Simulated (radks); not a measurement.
Removal energies from the arsenic ion As2+, [Ar] 3d10 4s2 4p(1/2: 1, 3/2: 0), by Delta-SCF beside the eigenvalue of the level emptied. Calculated with a radial shooting solver on a logarithmic mesh with Libxc functionals: Dirac Kohn-Sham, relativistic LDA (MacDonald-Vosko exchange, VWN5 correlation), spin-unpolarised, spherical densities, finite nucleus; Fermi nuclear charge, rms radius of each element as measured or else 0.836 A^(1/3) + 0.57 fm. Sub-shells are occupied by j as written (lower j first in brackets).

removed from                             final configuration  Delta-SCF (eV)  -eigenvalue (eV)
4p1/2                                          [Ar] 3d10 4s2          28.312            23.179
4s1/2                       [Ar] 3d10 4s1 4p(1/2: 1, 3/2: 0)          39.596            33.678
3d5/2         [Ar] 3d(3/2: 4, 5/2: 5) 4s2 4p(1/2: 1, 3/2: 0)          74.198            61.904
3d3/2         [Ar] 3d(3/2: 3, 5/2: 6) 4s2 4p(1/2: 1, 3/2: 0)          74.978            62.637
